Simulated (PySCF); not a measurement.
# How the method moves the HOMO and LUMO of B2H6NP

Species: B2H6NP.
Z-matrix (Å and degrees, PBE0-D3(BJ)/def2-SVP geometry), rows numbered from 1:
```
B 
P   1  1.8181
B   2  1.8966  1  120.99
N   3  1.3885  2  121.24  1   -26.97
H   1  1.2055  2  120.73  3  -156.96
H   1  1.2094  2  117.71  3    28.61
H   2  1.4111  1  114.78  3   137.49
H   3  1.2080  2  118.35  1   155.31
H   4  1.0113  3  122.30  2  -177.87
H   4  1.0124  3  123.83  2     2.77
```

The species is `BPBN` (B2H6NP).

Basis pcSseg-2 throughout (PySCF), one geometry. One conformer (not necessarily the lowest) at the PBE0-D3(BJ)/def2-SVP geometry, without solvent, vibrations or thermal averaging.

How do the orbital energies, the gap and the dipole change with the method?

```tsv
method	kind	HOMO (eV)	LUMO (eV)	gap (eV)	μ (D)	SCF cycles
BLYP	GGA	-5.71	-2.20	3.51	2.19	15
B97-D	GGA	-5.81	-2.19	3.61	2.16	15
OPBE	GGA	-5.89	-2.26	3.63	2.21	14
PBE	GGA	-5.90	-2.38	3.52	2.21	15
KT3	GGA	-5.90	-2.28	3.62	2.12	15
KT2	GGA	-5.92	-2.35	3.57	2.13	15
BP86	GGA	-5.98	-2.44	3.55	2.20	14
LDA	LDA	-6.05	-2.60	3.45	2.23	15
B97-2	global hybrid	-6.62	-1.48	5.14	2.10	12
B3LYP	global hybrid	-6.64	-1.67	4.97	2.11	12
PBE0	global hybrid	-6.86	-1.50	5.36	2.12	12
mPW1PW91	global hybrid	-6.87	-1.49	5.38	2.11	12
BHandHLYP	global hybrid	-7.65	-0.51	7.14	2.01	12
CAM-B3LYP	range-separated hybrid	-8.03	-0.43	7.60	2.09	12
wB97X-D	range-separated hybrid	-8.60	0.28	8.89	2.10	14
HF	Hartree–Fock	-8.90	1.75	10.65	1.93	11
LC-wPBE	range-separated hybrid	-9.32	0.63	9.95	2.08	13
```

The HOMO spans 3.61 eV, from BLYP down to LC-wPBE, and the gap runs from 3.45 eV (LDA) to 10.65 eV (HF). Over the methods BLYP (0 %), B97-D (0 %), OPBE (0 %), PBE (0 %), KT3 (0 %), KT2 (0 %), BP86 (0 %), LDA (0 %), B97-2 (21 %), B3LYP (20 %), PBE0 (25 %), mPW1PW91 (25 %), BHandHLYP (50 %), HF (100 %), a straight line through the gap against the share of exact exchange rises by 0.71 eV for each 10 % (correlation coefficient 1.000). The dipole ranges from 1.93 D (HF) to 2.23 D (LDA). This basis has no diffuse functions.
